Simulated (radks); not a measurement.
The numbers below are computed, except where a source is named.
Problem. The lutetium ion Lu+, configuration [Kr] 4d10 4f14 5s1.5 5p6 6s2 7s0.5 (fractional occupations, a model configuration). Level of theory: Dirac Kohn-Sham, PBEsol, spin-unpolarised, spherical densities, finite nucleus; Fermi nuclear charge, rms radius 5.37 fm (a radial shooting solver on a logarithmic mesh with Libxc functionals). Some entries of the table are withheld. Estimate them.

orbital,occ.,eigenvalue (hartree),<r> (bohr),<r^2> (bohr^2)
1s1/2,2,-2320.144,0.01933,0.0005125
2s1/2,2,(1),0.08127,0.007866
2p1/2,2,-377.3079,0.06742,0.005643
2p3/2,4,-336.2646,0.07503,0.006852
3s1/2,2,-89.94834,0.2122,0.05163
3p1/2,2,-82.02470,0.2021,0.04755
3p3/2,4,-73.27137,0.2163,0.05426
3d3/2,4,-59.78513,0.1899,0.04237
3d5/2,6,-57.87314,0.1943,0.04422
4s1/2,2,-18.31981,(2),0.2584
4p1/2,2,-15.09197,0.4852,0.2683
4p3/2,4,-13.09874,0.5180,0.3055
4d3/2,4,-7.78428,(3),0.3403
4d5/2,6,-7.42049,(4),0.3549
5s1/2,1.5,-2.75921,1.162,1.520
5p1/2,2,-1.85307,1.294,1.901
5p3/2,4,-1.58833,1.399,2.221
4f5/2,6,-0.91466,0.7060,0.6512
4f7/2,8,-0.85823,0.7199,0.6801
6s1/2,2,-0.48621,3.083,10.67
6p1/2,0,-0.31726,3.756,15.95
6p3/2,0,-0.28893,4.026,18.33
7s1/2,0.5,-0.15683,7.222,57.75

Solution. 
(1) 2s1/2 eigenvalue (hartree): -395.1759
(2) 4s1/2 <r> (bohr): 0.4781
(3) 4d3/2 <r> (bohr): 0.5412
(4) 4d5/2 <r> (bohr): 0.5528
